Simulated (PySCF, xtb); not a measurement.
Dimer: SiH4 (SMILES [SiH4]) (first 5 atoms) with CH3F (SMILES CF); geometry from B3LYP-D3(BJ)/def2-TZVP, rigid monomers moved along the line of their centres of mass till Si1···F7 is 2.84 Å.
(charge 0, multiplicity 1):
```xyz
10

Si     0.12860    -0.11518     0.19653
H      0.47176    -1.52352     0.48203
H     -1.24485     0.18357     0.65978
H      0.19705     0.11725    -1.26638
H      1.08660     0.79310     0.86536
C     -0.39300     0.72271     3.54266
F     -0.01642    -0.50600     3.00719
H     -1.36414     0.99922     3.13172
H     -0.45380     0.62431     4.62671
H      0.35656     1.46607     3.27062
```

Monomers are frozen at their geometry in the pair; levels with a basis set take the counterpoise correction. Rows marked so take none.

Rows in 3-21G, 6-311+G**, 6-31G* carry no dispersion term and start afresh at each structure (6-31G* with six Cartesian d functions).

Programs: PySCF for 3-21G rows, 6-311+G** rows, 6-31G* rows; xtb for the GFN methods. 

Q: One of these levels gives 0.26 kcal/mol for the interaction energy. Which?
A) B3LYP/6-311+G** (no counterpoise)
B) B3LYP/6-31G*
C) GFN-FF
D) B3LYP/3-21G (no counterpoise)

A: C, GFN-FF. The others give -6.38 (B3LYP/3-21G (no counterpoise)), 1.62 (B3LYP/6-31G*), 1.06 (B3LYP/6-311+G** (no counterpoise))
